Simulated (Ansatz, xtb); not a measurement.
**C3H7ClSn: which of two isomers lies lower**

We compare X, `CC[CH2][Sn][Cl]`, a singlet, with Y, `C[CH](C)[Sn][Cl]`, a singlet. Both are isolated molecules in the gas phase, relaxed with PBE0-D4/def2-SVP; the shapes shown needn't be the lowest conformers.

X (Å):

```yaml
atoms:
  - { symbol: C, position_ang: [3.1852, -0.5831, 0.7682] }
  - { symbol: C, position_ang: [1.9418, -0.1158, 0.0250] }
  - { symbol: C, position_ang: [0.7027, -0.0808, 0.9100] }
  - { symbol: Cl, position_ang: [-1.0461, 0.3942, 3.7359] }
  - { symbol: Sn, position_ang: [0.7962, 1.3893, 2.5559] }
  - { symbol: H, position_ang: [3.0416, -1.5923, 1.1868] }
  - { symbol: H, position_ang: [4.0712, -0.6140, 0.1160] }
  - { symbol: H, position_ang: [3.4296, 0.0868, 1.6131] }
  - { symbol: H, position_ang: [1.7734, -0.7778, -0.8438] }
  - { symbol: H, position_ang: [2.1302, 0.8843, -0.4077] }
  - { symbol: H, position_ang: [-0.2051, 0.1894, 0.3381] }
  - { symbol: H, position_ang: [0.4880, -1.0655, 1.3609] }
```

Y (Å):

```xyz
12

C    -0.8014    1.4451   -0.4701
C    -0.5547    0.0578    0.1099
C    -1.8458   -0.6263    0.5420
Cl   -0.6328    1.5625    3.1138
Sn    0.8603    0.1825    1.8226
H     0.1241    1.9280   -0.8281
H    -1.4913    1.4001   -1.3327
H    -1.2566    2.1115    0.2807
H    -0.0387   -0.5691   -0.6411
H    -1.6797   -1.6500    0.9194
H    -2.5553   -0.7091   -0.3018
H    -2.3480   -0.0542    1.3391
```

Question: Which of the two would you expect CCSD(T)/def2-SVP + ΔMP2/def2-TZVPP electronic energies to favour?

Answer: CCSD(T)/def2-SVP + ΔMP2/def2-TZVPP gives E(Y) − E(X) = +0.32 kcal/mol, slightly favouring structure X, which is too small a margin to settle the true order.

The same difference at several levels:

| level | geometry | E(Y) − E(X) (kcal/mol) | departure from the last row (kcal/mol) | job, with rough time for the two |
| --- | --- | --- | --- | --- |
| GFN2-xTB | GFN2-xTB | +2.78 | +2.46 | optimisation, 0.34 s |
| HF/STO-3G | GFN2-xTB | +2.73 | +2.41 | single point, 1.2 s |
| r2SCAN-D4/def2-SVP | GFN2-xTB | +0.97 | +0.65 | single point, 4.8 s |
| PBE0-D4/def2-SVP | PBE0-D4/def2-SVP | +0.07 | −0.25 | optimisation, 85 s |
| HF/def2-SVP | PBE0-D4/def2-SVP | +1.75 | +1.43 | part of the CCSD(T) run |
| MP2/def2-SVP | PBE0-D4/def2-SVP | −0.34 | −0.66 | part of the CCSD(T) run |
| CCSD(T)/def2-SVP | PBE0-D4/def2-SVP | −0.16 | −0.48 | single point |
| CCSD(T)/def2-SVP + ΔMP2/def2-TZVPP | PBE0-D4/def2-SVP | +0.32 |  | single point, 73 s |

As drawn, both hold the same kinds of bond in the same numbers. Structure X has 1 methyl group, Y 2.

The largest departure from CCSD(T)/def2-SVP + ΔMP2/def2-TZVPP is that of GFN2-xTB, 2.46 kcal/mol. The last row adds to CCSD(T) the change of the MP2 difference between the two basis sets, here +0.48 kcal/mol.

With thermal terms from frequencies at re-optimised GFN2-xTB minima (ideal gas, soft modes damped towards free rotors, one conformer each, 298.15 K, 1 atm): the zero-point term adds +0.14 kcal/mol; ΔH is +0.52 and ΔG +0.64 kcal/mol.

The correlated steps freeze 12 core orbitals; the filled d shell of Sn is correlated, in a basis made for valence electrons. Atoms past krypton carry core potentials in the def2 sets, other sets are all-electron and non-relativistic, and no spin–orbit term is included. Codes used: Ansatz 0.2.0, xtb 6.7.1; the last row on 2 threads of Arm Neoverse V1 on a shared host.
